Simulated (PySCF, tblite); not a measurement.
A set of runs on `C#C[SiH2]C[Si@@H](F)B(F)F`; the geometry of each is named by its level. Settings lines and outputs come from a driver script.

Compound: C3H6BF3Si2.
Numbering: `[CH:1]#[C:2][SiH2:3][CH2:4][Si@@H:5]([F:6])[B:7]([F:8])[F:9]` (hydrogens: H10 on C1; H11, H12 on Si3; H13, H14 on C4; H15 on Si5)

Step 1: GFN2-xTB geometry optimisation, gas phase (tblite 0.8.0) (from a force-field or distance-geometry start)
```json
{"job": {"kind": "relax", "xc": "GFN2-xTB", "basis": "xTB"}, "charge": 0, "multiplicity": 1}
```
```
step      E/eV     max force
  0    -772.83773    3.615
  1    -773.31249    2.218
  2    -773.33581    4.903
...
117    -773.81123    0.024
118    -773.81131    0.027
119    -773.81138    0.024
120    -773.81143    0.013
121    -773.81145    0.010
```

Energy lowered by 22.5 kcal/mol over 121 steps; largest atomic force 0.010 eV/Å at the end. «max force» is the largest atomic force in eV/Å.

The run took 3.3 s wall on one thread of an Intel Xeon at 2.50 GHz, no GPU, shared host with 64 logical CPUs at a one-minute load of 58.

Step 2: GFN2-xTB harmonic vibrations, gas phase (tblite 0.8.0) (on the GFN2-xTB geometry)
```json
{"job": {"kind": "ir", "xc": "GFN2-xTB", "basis": "xTB"}, "charge": 0, "multiplicity": 1}
```
```
(table of modes left out)
```

39 modes from 16 to 3350 cm⁻¹ (unscaled, harmonic); zero-point energy 51.3 kcal/mol; all wavenumbers are real at this level.

The run took 2.0 s of wall time on an Intel Xeon at 2.50 GHz with one thread, no GPU, shared host with 64 logical CPUs at a one-minute load of 58.

Step 3: TDDFT wB97X-D/def2-SVPD, vertical, gas phase, core orbitals frozen in the response (PySCF 2.14.0, density-fitted response routines) (on the GFN2-xTB geometry)
```json
{"job": {"kind": "uv", "xc": "wB97X-D", "basis": "def2-SVPD", "nstates": 8, "ntriplets": 3}, "charge": 0, "multiplicity": 1}
```
```
...
Static polarisability (au): isotropic 98.523, principal 78.430 87.732 129.407
Singlet excitations
state   eV       nm        f      main configurations
  1   6.1785    200.7   0.00085   H-1->L+2 0.32, H->L+3 0.23, H-1->L 0.10
  2   6.3487    195.3   0.09804   H->L 0.33, H-1->L+3 0.21, H-2->L 0.15
  3   6.4303    192.8   0.00027   H->L+3 0.48, H-1->L+2 0.16
  4   6.5409    189.6   0.05843   H-2->L 0.45, H-1->L+3 0.18, H->L+2 0.12
  5   7.2875    170.1   0.07378   H-3->L 0.66, H->L 0.09
  6   7.4592    166.2   0.17829   H-2->L+1 0.36, H->L+1 0.32, H-3->L 0.12
  7   7.9198    156.5   0.01987   H-3->L+1 0.67, H-2->L+1 0.08
  8   7.9241    156.5   0.07842   H->L 0.24, H-4->L 0.21, H-3->L 0.17
Triplet excitations (Tamm-Dancoff, eV): 5.1608 5.3390 5.6872
```

HOMO -10.15 eV, LUMO 0.22 eV; lowest singlet 6.18 eV; lowest triplet 5.16 eV (Tamm–Dancoff); mean polarisability 98.5 au.

The run took 3.5 min wall, 3.0 min CPU (with the writing of density and orbital grids) on one thread, Intel Xeon at 2.50 GHz (x86_64), no GPU (shared host), and the process peaked at 1.1 GiB of memory.

Geometry of the electronic-property runs (GFN2-xTB):
```
atom  x, y, z in Å
C1     4.0536    0.1730   -0.1779
C2     2.9561   -0.2116   -0.4848
Si3    1.2593   -0.7991   -0.9461
C4     0.0239    0.2814    0.0357
Si5   -1.8023   -0.1032   -0.3072
F6    -1.9726   -1.7089   -0.1075
B7    -3.0626    0.8036    0.9119
F8    -3.2466    2.1132    0.9146
F9    -3.8016    0.2061    1.8255
H10    5.0149    0.5094    0.0887
H11    1.1410   -2.2100   -0.5748
H12    1.0688   -0.5890   -2.3860
H13    0.2315    0.1620    1.1011
H14    0.2158    1.3309   -0.1888
H15   -2.0836    0.0500   -1.7375
```

 (This holds for the electronic-property runs.)

One conformer stands for the species.

Note: wB97X-D ran without an empirical dispersion term, which enters the total energy and its gradient alone.
